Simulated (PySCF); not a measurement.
# Shapes and spin states of FeF3

Computed with PBE0 in PySCF with Fe def2-SVP, F def2-SVP; no relativity; density-fitted integrals.

Relaxations began from a few typed shapes and spin states; open shells are unrestricted. The search is not exhaustive: other isomers or separated fragments can lie lower, and high-lying points may rest on an excited occupation.

```csv
spin,group,bonds,angles,imaginary modes (cm⁻¹),ΔE (kJ/mol),ΔE with ZPE (kJ/mol)
sextet,D3h,Fe–F 1.748 Å (×3),F–Fe–F 120.0° (×3),none,0.0,0.0
quartet,C2v,"Fe–F 1.696 Å, Fe–F 1.703 Å (×2)","F–Fe–F 105.8° (×2), F–Fe–F 148.3°",none,87.5,88.4
quartet,C2v,"Fe–F 1.692 Å, Fe–F 1.701 Å (×2)","F–Fe–F 105.6° (×2), F–Fe–F 148.7°",none,87.8,89.1
quartet,C2v,"Fe–F 1.703 Å (×2), Fe–F 1.717 Å","F–Fe–F 103.7° (×2), F–Fe–F 152.7°",none,93.9,95.3
broken-symmetry Ms = 1/2 (⟨S²⟩ 2.15),C2v,"Fe–F 1.702 Å, Fe–F 1.707 Å (×2)","F–Fe–F 107.5° (×2), F–Fe–F 145.0°",none,189.1,189.6
```

The lowest minimum found is the sextet D3h: Fe–F 1.748 Å (×3); F–Fe–F 120.0° (×3).

Formally Fe is in oxidation state +3, d5, with 5 unpaired electrons (the high-spin count). The Mulliken spin on Fe is 4.23. The polar-tensor charge on Fe, 1.83, is below the formal one.

For the lowest minimum: other spin states or occupations of the open shell can lie lower.
